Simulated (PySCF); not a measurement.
Input file for PySCF: R-HF/3-21G on GaH4NO (SMILES [NH2][GaH][OH]), a point of a torsion scan.

```python
from pyscf import gto, scf, dft, mp
from pyscf.data.elements import chemcore

mol = gto.M(
    atom='''
    N     1.29615322   -0.48229604    0.00647970
    Ga   -0.30044864    0.39063910    0.13945424
    O    -1.03924600    0.18711519    1.67875526
    H     1.82419628   -0.58554236    0.86743376
    H     1.94402558   -0.29928226   -0.75068183
    H    -0.99909808    1.13807257   -0.99997992
    H    -1.85842201    0.41274899    2.10935183
    ''',
    basis='3-21g',
    charge=0, spin=0, verbose=3, max_memory=1800)
mf = scf.RHF(mol)
mf.conv_tol = 1e-8
mf.max_cycle = 100
mf.kernel()
if not mf.converged:
    mf = mf.newton().run(mf.mo_coeff, mf.mo_occ)
```

### Question
Predict the final total energy.

### Answer
-2044.8188 hartree.
